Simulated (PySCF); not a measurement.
# Electron correlation in Ar+ (argon, charge +1)

[Ne] 3s2 3p5, 2P determinant. All numbers are calculated (PySCF 2.14, scalar relativity by spin-free X2C-1e, in cc-pVTZ-DK (5s4p2d1f, 34 functions)). Frozen: [Ne]; 7 electrons correlated.

MP2 pair energies summed by pair of shells (mhartree):

```json
{"pair": "3p-3p", "energy": "-104.17", "share (%)": "63.0"}
{"pair": "3s-3p", "energy": "-51.95", "share (%)": "31.4"}
{"pair": "3s-3s", "energy": "-9.29", "share (%)": "5.6"}
```

Total MP2 correlation energy: -165.41 mhartree.

Same-spin part -38.20 and opposite-spin part -127.21 mhartree; SCS-MP2 scales them by 1/3 and 6/5 to -165.38 mhartree.

```tsv
level	correlation energy (mhartree)
CCSD	-189.32
(T)	-5.00
CCSD(T)	-194.32
```

Diagnostics: T1 = 0.0061, D1 = 0.0207, largest double amplitude 0.052.

Cost of the coupled-cluster step: 0.38 s of wall time on 1 thread of Neoverse-V1 (shared host), for 7 correlated electrons.
